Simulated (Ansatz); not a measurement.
Frontier orbitals of CH₆Ge₂ (`[CH2]1[GeH2][GeH2]1`).

Cartesian coordinates in Å:
```
C 0.862 0.559 -0.154
Ge -1.048 0.679 0.375
Ge 0.118 -1.281 -0.209
H 1.133 1.003 -1.107
H 1.597 0.765 0.620
H -1.971 1.384 -0.621
H -1.313 1.041 1.837
H 0.640 -2.244 0.859
H -0.016 -1.905 -1.600
```

Total charge 0; spin multiplicity 1. Correlated methods include outer-core shells of Ge, which these sets cover unevenly. Scalar relativity is left out up to krypton. All single points use the PBE0-D4/def2-TZVP geometry. Basis def2-TZVPP, Ansatz.

| functional | HOMO (eV) | LUMO (eV) | gap (eV) |
| --- | --- | --- | --- |
| PBE | -5.58 | -1.14 | 4.44 |
| revPBE | -5.53 | -1.05 | 4.48 |
| B97M-V | -5.80 | -0.92 | 4.88 |
| PBE0 | -6.54 | -0.31 | 6.23 |
| r2SCAN0 | -6.69 | -0.20 | 6.49 |
| CAM-B3LYP | -7.73 | 0.63 | 8.36 |
| ωB97X-V | -8.68 | 1.67 | 10.35 |
| ωB97M-V | -8.53 | 1.43 | 9.96 |
| HF | -8.63 | 2.85 | 11.48 |

A quarter of exact exchange (PBE0) shifts PBE's HOMO by −0.96 eV and its LUMO by +0.83 eV; full exchange at long range (ωB97M-V) shifts them by −2.95 and +2.56 eV. The gap opens from 4.44 to 9.96 eV, since occupied levels lose self-interaction and empty ones feel all the electrons. A positive LUMO is unbound and depends on the basis.
